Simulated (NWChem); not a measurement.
## sulfur difluoride (F2S)

SMILES: FSF
```xyz
3

F      1.2275     0.0000    -0.4916
S      0.0000     0.0000     0.5530
F     -1.2275     0.0000    -0.4916
```
Charge 0, spin multiplicity 1.

Everything below was run with NWChem. All single points use one geometry, from PBE0/def2-SVP, a minimum by its harmonic frequencies.

Symmetry labels belong to the abelian group C2v used in the runs, with the axes of the coordinates shown.

Question: List the lowest 6 singlet excitations that CIS/def2-SVPD gives, with oscillator strengths.

Answer: 
```
state  symmetry  energy (eV)  wavelength (nm)      f
-----  --------  -----------  ---------------  -----
1            a2         3.97              312  0.000
2            b2         5.61              221  0.015
3            b2         8.15              152  0.120
4            a1         9.43              132  0.049
5            a2         9.67              128  0.000
6            b2         9.78              127  0.002
```
